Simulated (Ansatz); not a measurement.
The cluster Pd₃. The state is a singlet with charge 0. Geometry PBE0-D4/def2-TZVPD, that of the charge -1 doublet.

```xyz
3

Pd   -1.262    0.761    0.092
Pd    0.946    0.000    1.133
Pd    0.316   -0.760   -1.226
```

In the def2 sets Pd takes a core potential; there is no spin–orbit coupling. A triplet lies near this restricted singlet, and broken spin symmetry wasn't tried. At PBE-D4/def2-TZVPD an occupied level lies above an empty one. At PBE0-D4/def2-TZVPD a triplet of charge 0 lies 0.33 eV below the restricted singlet at the same geometry. The structure comes from a short search, and lower isomers may exist.

Estimate the orbital energies around the gap (eV) in Ansatz with PBE-D4/def2-TZVPD, r2SCAN-D4/def2-TZVPD, PBE0-D4/def2-TZVPD.


```csv
orbital,PBE-D4/def2-TZVPD,r2SCAN-D4/def2-TZVPD,PBE0-D4/def2-TZVPD
HOMO−5,-5.09,-5.10,-6.42
HOMO−4,-4.94,-5.04,-6.38
HOMO−3,-4.94,-5.04,-6.38
HOMO−2,-4.93,-5.04,-6.28
HOMO−1,-4.89,-4.98,-6.28
HOMO,-4.89,-4.98,-5.70
LUMO,-4.95,-4.83,-4.02
LUMO+1,-2.86,-2.58,-1.97
LUMO+2,-2.86,-2.58,-1.97
LUMO+3,-1.07,-0.80,-0.43
LUMO+4,-0.58,-0.20,0.10
LUMO+5,-0.17,0.17,0.54
```
